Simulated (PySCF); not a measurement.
Cl3Sn (SMILES [Cl][Sn-]([Cl])[Cl]), charge -1, singlet, geometry from GFN2-xTB (such geometries of metal compounds can be far from the true shape) (core potentials on Sn). Base run: B3LYP/def2-SV(P) (PySCF).

Here is a job for PySCF.
```python
from pyscf import gto, scf, dft

mol = gto.Mole()
mol.atom = '''
    Sn   -0.00024598    0.00560843    0.57812327
    Cl   -1.94257826   -1.06785136   -0.55730815
    Cl    0.05159000    2.20812614   -0.58824027
    Cl    1.89171173   -1.15677018   -0.55481414
'''
mol.basis = 'def2-sv(p)'
mol.ecp = {'Sn': 'def2-sv(p)'}
mol.charge = -1
mol.verbose = 4
mol.build()

mf = dft.RKS(mol)
mf.xc = 'b3lyp'
mf.kernel()
```

The base run was repeated with changes; each row names its change, and settings that it needs were set with it.

| change | ΔE vs base (mEh) | SCF cycles | outcome |
|---|---|---|---|
| base | 0.000 | 10 | converged |
| DIIS = ADIIS | 0.000 | 16 | converged |
| conv_tol = 1e-11 | 0.000 | 12 | converged |
| level_shift = 0.3 (with mf.max_cycle = 100) | 0.000 | 15 | converged |
| conv_tol = 1e-4 | 0.000 | 7 | converged |
| diis_space = 20 | 0.000 | 10 | converged |
| DIIS = EDIIS | - | 50 | not converged |
| level_shift = 1.0 (with mf.max_cycle = 100) | 0.000 | 41 | converged |
| level_shift = 0.1 (with mf.max_cycle = 100) | 0.000 | 10 | converged |
| diis = off; damp = 0.6 (with mf.diis_start_cycle = 200; with mf.max_cycle = 150) | 0.000 | 19 | converged |
| conv_tol = 1e-7 | 0.000 | 9 | converged |
| init_guess = atom | 0.000 | 9 | converged |
| init_guess = mod_huckel | 0.000 | 9 | converged |
